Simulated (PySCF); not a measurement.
**BeH⁺: from constants to spectrum**

RHF-CCSD(T) constants of BeH⁺, ¹Σ⁺ (singlet), closed shell (basis Be def2-SVP, H def2-SVP; no relativity; PySCF 2.14; masses 9.0122 and 1.0078 u):

| Property | Result |
| --- | --- |
| ωe | 2170.2 cm⁻¹ |
| ωexe | 40.4 cm⁻¹ |
| Be | 10.606 cm⁻¹ |
| αe | 0.326 cm⁻¹ |
| De to Be⁺ + H | 2.86 eV |

Problem. What force constant and bond length do these constants imply?

Solution. Reduced mass μred = 0.90646 u; k = 5.8918×10⁻⁷·μred·ωe² (u, cm⁻¹, mdyn/Å) = 2.52 mdyn/Å; Re = √(16.8576/(μred·Be)) (u, cm⁻¹, Å) = 1.324 Å.

Problem. Estimate the centrifugal constant D from the Kratzer relation and find the Dunham coefficient a1.

Solution. D = 4Be³/ωe² = 0.00101 cm⁻¹; a1 = −1 − αeωe/(6Be²) = -2.05.

Correlated steps freeze no core orbitals. Correlated levels converge slowly with the basis: in double zeta they bind strong bonds too weakly, by up to about 1 eV, and carry superposition errors of some tenths. For an ion De counts to the pair picked by the measured ionisation energies or electron affinities, which need not be the lowest pair at this level. Where the molecule has an RHF reference, its open-shell atoms are computed with UHF.
